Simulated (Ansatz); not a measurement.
`[O]=[W]([F])(=[S])[Cl]` + `[OH][Nb]([F])([F])([F])[F]` → `[O]=[W]([OH])(=[S])[Cl]` + `[F][Nb]([F])([F])([F])[F]` at 500 K and 1 bar (redistribution).

Gas-phase electronic energies from Ansatz, PBE0-D4/def2-TZVP geometries. CCSD(T)/CBS adds triple-zeta CCSD(T) − MP2 to the extrapolated MP2 energy (def2 sets, frozen cores). def2 core potentials past Kr. For Nb, W outer-core shells are correlated without core-valence functions, which leaves a few kJ/mol of doubt a bond. One conformer a species, not always the lowest.

```json
{"species": "`[O]=[W]([F])(=[S])[Cl]`", "CCSD(T)/CBS energy (Eh)": "-1099.67345", "H − E (kJ/mol)": "60.2", "S (J/(mol·K))": "398.2"}
{"species": "`[OH][Nb]([F])([F])([F])[F]`", "CCSD(T)/CBS energy (Eh)": "-532.14048", "H − E (kJ/mol)": "107.4", "S (J/(mol·K))": "429.7"}
{"species": "`[O]=[W]([OH])(=[S])[Cl]`", "CCSD(T)/CBS energy (Eh)": "-1075.65295", "H − E (kJ/mol)": "93.2", "S (J/(mol·K))": "411.3"}
{"species": "`[F][Nb]([F])([F])([F])[F]`", "CCSD(T)/CBS energy (Eh)": "-556.16746", "H − E (kJ/mol)": "74.4", "S (J/(mol·K))": "403.9"}
```

H − E and S are ideal-gas, rigid-rotor, harmonic terms from PBE0-D4/def2-TZVP, for one conformer and one mirror image of each species. 1 Eh = 2625.50 kJ/mol, R = 8.31446 J/(mol·K).

Problem. By hand: ΔE, ΔH, ΔS and ΔG.

Solution. ΔE = (-1075.65295) + (-556.16746) − (-1099.67345) − (-532.14048) = -0.00648 Eh = -17.0 kJ/mol. Δ(H − E) = 93.2 + 74.4 − 60.2 − 107.4 = 0.0, so ΔH = -17.0 kJ/mol. ΔS = 411.3 + 403.9 − 398.2 − 429.7 = -12.7 J/(mol·K). ΔG = -17.0 − 500 × (-12.7)/1000 = -10.7 kJ/mol.

Problem. By hand: the equilibrium constant, and the temperature at which ΔG would vanish if ΔH and ΔS stayed fixed.

Solution. log₁₀ K = −ΔG/(RT ln 10) = 1.1. ΔG = 0 at ΔH/ΔS = 1339 K, though so small a ΔS makes that figure unsure.

TΔS isn't small against ΔH here. A doubt of 5 kJ/mol in ΔE shifts log₁₀ K by 0.5 here. Other conformers and mirror images would add mixing entropy, several J/(mol·K) or more a flexible species. These are equilibria of isolated gas molecules and say nothing of rates. Largest T1 diagnostic: 0.022 (customary marks: 0.02 for closed shells, 0.045 for open ones).
